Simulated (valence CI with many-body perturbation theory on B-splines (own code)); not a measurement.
Results of a calculation; reference values are marked as such.
## Au XL: magnetic and hyperfine properties of the levels

Method: valence CI with perturbative core correlation (CI+MBPT): four valence electrons over a frozen Dirac-Fock core [Kr], radial functions for each j: 9 s, 9 p, 10 d, 8 f, 5 g, 3 h, 1 i, with the one-electron correlation potential Σ1, the two-electron term Σ2, the three-electron term Σ3, Breit, model QED; selected CI, second order for the rest (own B-spline code, finite nucleus).

The last digits are not significant, and no measured levels were compared; by estimate large intervals hold to a few tenths of a per cent, small ones and those within an open d or f shell to about a per cent. Only levels of the ground parity were solved; by the run's estimate the other parity begins above the list, which can be wrong where configurations are misplaced.

A/g_I is the dipole constant over the nuclear g factor μ/I (μ in nuclear magnetons, uniformly magnetised nucleus), B/Q the quadrupole constant per barn. Both hold the static response of the core; the bare values leave it out. Large factors of s and p1/2 electrons are usually good to 5 to 10 %; those of open d and f shells near neutrality can be off by tens of per cent, and small factors of p3/2, d and f electrons come from cancelling terms and can be off by a factor of two or in sign, in half-filled shells by more. B is blank for J = 1/2, where it vanishes, and for nearly pure S terms. Energies count from the lowest level. Levels with J = 0 are left out.

Levels are named by their leading jj configuration (3d3/2^4 stands for four electrons in 3d with j = 3/2), which in mixed levels can hold well under half, so a name can repeat and another be missing. Letters in brackets count levels of one name in rising energy.

```csv
Level,E (cm⁻¹),g,A/g_I (MHz),A/g_I bare,B/Q (MHz/b),B/Q bare
(4d3/2^3 4d5/2) J=1,176510,1.496,-3240,-1990,6560,6300
(4d3/2^3 4d5/2) J=4,220390,1.070,20600,20500,1390,1180
(4d3/2^3 4d5/2) J=2,225920,1.219,13200,13600,19100,18400
(4d3/2^3 4d5/2) J=3,237630,1.130,18200,18300,15000,14400
(4d3/2^2 4d5/2^2) J=2 [a],387020,1.265,5490,6030,12500,12100
(4d3/2^2 4d5/2^2) J=4 [a],395690,1.149,16300,16400,-8630,-8440
(4d3/2^2 4d5/2^2) J=3 [a],399940,1.173,13200,13500,2880,2760
(4d3/2^2 4d5/2^2) J=5,416390,1.084,18700,18600,17600,16900
(4d3/2^2 4d5/2^2) J=6,428810,1.074,19900,19800,22000,21100
(4d3/2^2 4d5/2^2) J=1,429030,1.085,21900,21800,2760,2630
(4d3/2^2 4d5/2^2) J=3 [b],441980,1.075,21300,21200,4780,4610
(4d3/2^2 4d5/2^2) J=4 [b],444810,1.033,21500,21300,-5570,-5300
(4d3/2^2 4d5/2^2) J=2 [b],448960,1.081,19400,19300,8810,8500
(4d3/2^2 4d5/2^2) J=2 [c],491410,0.985,26100,25700,-3280,-3200
(4d3/2^2 4d5/2^2) J=4 [c],506660,1.190,14200,14500,33900,32700
(4d3/2^2 4d5/2^2) J=2 [d],546540,1.130,18600,18700,-10400,-9960
(4d3/2 4d5/2^3) J=4 [a],605320,1.162,13500,13700,-18900,-18300
(4d3/2 4d5/2^3) J=3 [a],608480,1.196,10200,10500,2520,2490
(4d3/2 4d5/2^3) J=1 [a],625240,0.988,18800,18400,8440,8090
(4d3/2 4d5/2^3) J=5,630700,1.140,16100,16200,-12500,-12100
(4d3/2 4d5/2^3) J=6,634890,1.083,18400,18400,25300,24500
(4d3/2 4d5/2^3) J=2 [a],656770,1.064,20900,20700,16500,15900
(4d3/2 4d5/2^3) J=3 [b],663880,1.089,18400,18300,4920,4850
(4d3/2 4d5/2^3) J=1 [b],710810,1.414,3200,4180,-13600,-13100
(4d3/2 4d5/2^3) J=3 [c],711580,1.059,20200,20000,27300,26200
(4d3/2 4d5/2^3) J=4 [b],716750,1.049,20400,20300,25100,24300
(4d3/2 4d5/2^3) J=2 [b],727590,1.118,17600,17700,-34800,-33500
(4d5/2^4) J=4,846170,1.164,13300,13500,-23400,-22500
(4d5/2^4) J=2,879520,1.101,14200,14200,16100,15500
```

Question: Take the isotope of mass number 197, with I = 3/2, μ = 0.1452 μN and Q = 0.547 b. What is the hyperfine structure of (4d3/2^3 4d5/2) J=2?

Answer: From the table A = 1280 MHz, B = 10400 MHz. Shifts from the centre of gravity in MHz: F = 1/2: 3340, F = 3/2: -3840, F = 5/2: -7140, F = 7/2: 6440.
